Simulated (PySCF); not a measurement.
# Peak assignment

Atom-mapped SMILES (the numbers label the heavy atoms): `[CH2:1]=[C:2]([Cl:3])[SiH2:4][O:5][SiH2:6][SiH2:7][CH3:8]`. Each H is labelled by its parent atom. Ha(C1) is cis to Cl3; Hb(C1) is trans to Cl3.

[PySCF 2.14: geometry: GFN2-xTB; shielding tensors at PBE0/pcSseg-1 (GIAO); one computed conformer; gas phase; fast rotation and ring inversion assumed for equivalent nuclei; relativity neglected]

Scale: TMS for $^{13}$C (σref 186.93), $^{1}$H (σref 31.72) (reference shieldings calculated alike).

Q: Assign these signals to the numbered atoms. $^{13}$C{$^{1}$H} NMR (computed): δ 155.2 (C), 134.7 (CH2), -11.0 (CH3).

A: 
155.2 → C2, fully substituted alkene carbon: the olefinic region
134.7 → C1, terminal =CH2 carbon: as expected for a trigonal carbon in a double bond
-11.0 → C8, methyl carbon bonded to Si: an electropositive neighbour leaves it electron-rich and shielded

Q: Assign these signals to the numbered atoms. $^{1}$H NMR (400 MHz, computed): δ 6.24 (br s, 1H), 5.98 (br s, 1H), 5.70 (t, 2H), 5.06 (s, 2H), 4.31 (m, 2H), -0.04 (t, 3H).

A: 
6.24 → Ha(C1), hydrogen on a terminal =CH2 carbon: attached to an sp2 carbon and in the plane of the double bond
5.98 → Hb(C1), hydrogen on a terminal =CH2 carbon
5.70 → H(Si6), hydrogen on a silicon bonded to O, Si
5.06 → H(Si4), hydrogen on a silicon bonded to C, O
4.31 → H(Si7), hydrogen on a silicon bonded to C, Si
-0.04 → H(C8), hydrogen on a methyl carbon bonded to Si: an electropositive neighbour shields it, as in TMS itself

Carbons that carry Cl, above all several Cl atoms, come out too deshielded, partly because spin–orbit coupling is missing. Shifts are as computed. Against solution values, carbons near 30 ppm lie about +3 ppm off and those near 130 ppm about +5 ppm; carbons on Cl a further +6 ppm. Of 1211 compounds with measured shifts, 218 miss one by over three times the rms of a fit or turn the order of signals round; such compounds aren't used in these exercises. Multiplicities follow the n + 1 count of equivalent neighbours, as no J values were calculated; m marks all less simple cases, F and P coupling included.
